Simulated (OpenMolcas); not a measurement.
# Fe2+: moving or changing the point charges

Fe2+ among 4 point charges of -1.5 e arranged as a tetrahedron (Td), 1.95 Å from the ion.
```
   1.1258    1.1258    1.1258  -1.50
   1.1258   -1.1258   -1.1258  -1.50
  -1.1258    1.1258   -1.1258  -1.50
  -1.1258   -1.1258    1.1258  -1.50
```

* Program: OpenMolcas 26.06
* Method: SS-CASPT2, IPEA 0.25 Eh, imaginary shift 0.1 Eh (closed shells correlated: 3s 3p)
* Basis: ANO-RCC-VDZP [5s4p2d1f]
* Scalar Hamiltonian: DKH2, point nucleus
* Active space: 6 electrons in 5 orbitals (3d)
* State averaging: 2S+1 = 5 even, 5 roots; 2S+1 = 3 even, 45 roots; 2S+1 = 1 even, 50 roots
* Spin-orbit coupling: RASSI with atomic mean-field integrals over the reference wave functions

Runs around this geometry, states (labels of Td). Energies in cm-1 above the lowest state or level, χT in cm3 K/mol.

```json
{"R (Å)": "1.95", "q (e)": "-1.2", "Ground state": "5E", "First state of that spin": "5T2 1670", "First gap with spin-orbit (degeneracies)": "29 (1, 3)", "χT at 300 K": "3.987", "First state of another spin": "3T1 20740"}
{"R (Å)": "1.95", "q (e)": "-1.5", "Ground state": "5E", "First state of that spin": "5T2 1860", "First gap with spin-orbit (degeneracies)": "28 (1, 3)", "χT at 300 K": "3.891", "First state of another spin": "3T1 20640"}
{"R (Å)": "2.18", "q (e)": "-1.5", "Ground state": "5E", "First state of that spin": "5T2 1300", "First gap with spin-orbit (degeneracies)": "31 (1, 3)", "χT at 300 K": "4.231", "First state of another spin": "3T1 20430"}
```

Taking the first state of the same spin as R^-n, n = -ln(1300 / 1860) / ln(2.18 / 1.95) = 3.2 between the shortest and longest distance.

Scaling the charges by -1.2 / -1.5 = 0.80 scales the first state of the same spin by 1670 / 1860 = 0.90; with fixed orbitals a first-order splitting would follow the charge.

Roots that are degenerate in the reference are averaged as groups; the widest CASPT2 spread within a group is 400 cm-1 (the 3-fold group of multiplicity 3 near 53700 cm-1 above the lowest state of its run, R = 1.95, q = -1.2). Shifts and gaps below about the spread of the groups concerned are not significant. An orbital doublet at a regular site is open to a Jahn-Teller distortion, which this geometry leaves out. The ground term spreads over less than 5000 cm-1, several times less than with real ligands, so orbital moments are less quenched and χT lies further from the spin-only value than at real sites. Free-ion shares, where given, are those of the reference states; single-state CASPT2 does not remix them. This is an electrostatic model: the charges have no orbitals. No measured value stands beside these numbers.
